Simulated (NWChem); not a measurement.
System meant: CH$_{3}$GeIO, singlet; SMILES [Ge]([I])[O]C

Input file for NWChem:

```
start job
memory heap 200 mb stack 900 mb global 1100 mb
geometry units angstroms noautoz
  Ge     0.849990     1.112439     0.000184
  I     -0.239027    -1.255242    -0.000056
  O     -0.553962     2.179989    -0.000297
  C     -1.947427     2.028824    -0.001002
  H     -2.250896     0.967887     0.001408
  H     -2.370734     2.521413     0.889654
  H     -2.369502     2.516878    -0.894745
end
basis spherical
  Ge library def2-svp
  I library def2-svp
  O library def2-svp
  C library def2-svp
  H library def2-svp
end
dft
  xc pbe0
  iterations 150
  mulliken
end
task dft energy
```

End of the output:

```
             Grid Information
             ----------------
          Grid used for XC integration:  medium
          Radial quadrature: Mura-Knowles
          Angular quadrature: Lebedev.
          Tag              B.-S. Rad. Rad. Pts. Rad. Cut. Ang. Pts.
          ---              ---------- --------- --------- ---------
          Ge                  1.25      112          10.0       590
          I                   1.40      123          11.0       590
          O                   0.60       49          10.0       434
          C                   0.70       49          11.0       434
          H                   0.35       45          12.0       434
          Grid pruning is: on
          Number of quadrature shells:   423
          Spatial weights used:  Erf1

          Convergence Information
          -----------------------
          Convergence aids based upon iterative change in
          total energy or number of iterations.
          Levelshifting, if invoked, occurs when the
          HOMO/LUMO gap drops below (HL_TOL):  1.00D-02
          DIIS, if invoked, will attempt to extrapolate
          using up to (NFOCK): 10 stored Fock matrices.

                    Damping( 0%)  Levelshifting(0.5)       DIIS
                  --------------- ------------------- ---------------
          dE  on:    start            ASAP                start
          dE off:    2 iters        150 iters           150 iters

      Screening Tolerance Information
      -------------------------------
          Density screening/tol_rho:  1.00D-10
          AO Gaussian exp screening on grid/accAOfunc:  14
          CD Gaussian exp screening on grid/accCDfunc:  20
          XC Gaussian exp screening on grid/accXCfunc:  20
          Schwarz screening/accCoul:  1.00D-08

      Superposition of Atomic Density Guess
      -------------------------------------

      charge =      53.0 I (Iodine)

      symmetry species            s     p     d     f
      number of basis functions =10     7     6
      number of cont. functions = 4     4     2
      number of closed shells   = 5     3     2
      number of open shells     = 0     1     0
      open shell occupation     = 0     5     0
 ------------------------------------------------------------------------
 atomscf:atomd: error in atom scf                   0
 ------------------------------------------------------------------------
 ------------------------------------------------------------------------
  current input line :
    24: task dft energy
 ------------------------------------------------------------------------
 ------------------------------------------------------------------------
 This error has not yet been assigned to a category
 ------------------------------------------------------------------------
 For more information see the NWChem manual at https://nwchemgit.github.io

0:atomscf:atomd: error in atom scf:Received an Error in Communication
```

Question: What is wrong, and how is it mended?

Answer: The run crashed. Cause: the def2 basis of a heavy element holds valence functions alone and wants its effective core potential (without it all electrons must fit into that basis). This input runs:
```
start job
memory heap 200 mb stack 900 mb global 1100 mb
geometry units angstroms noautoz
  Ge     0.849990     1.112439     0.000184
  I     -0.239027    -1.255242    -0.000056
  O     -0.553962     2.179989    -0.000297
  C     -1.947427     2.028824    -0.001002
  H     -2.250896     0.967887     0.001408
  H     -2.370734     2.521413     0.889654
  H     -2.369502     2.516878    -0.894745
end
basis spherical
  * library def2-svp
end
ecp
  I library def2-ecp
end
dft
  xc pbe0
  iterations 150
  mulliken
end
task dft energy
```
It converges to -2489.16841 Ha (PBE0/def2-SVP with def2 effective core potentials on I).
